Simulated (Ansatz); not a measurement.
`[AsH2]`, charge 0, multiplicity 2.

Task: Give a relaxed structure at PBE0-D4/def2-TZVP (Ansatz 0.2.0). (Best estimate.)

Result: Computed: 
Cartesian coordinates in Å:
```
As -0.1173 -0.7031 -0.0582
H 1.0841 0.1557 0.3279
H -0.9668 0.5473 -0.2698
```
Point group C2v.
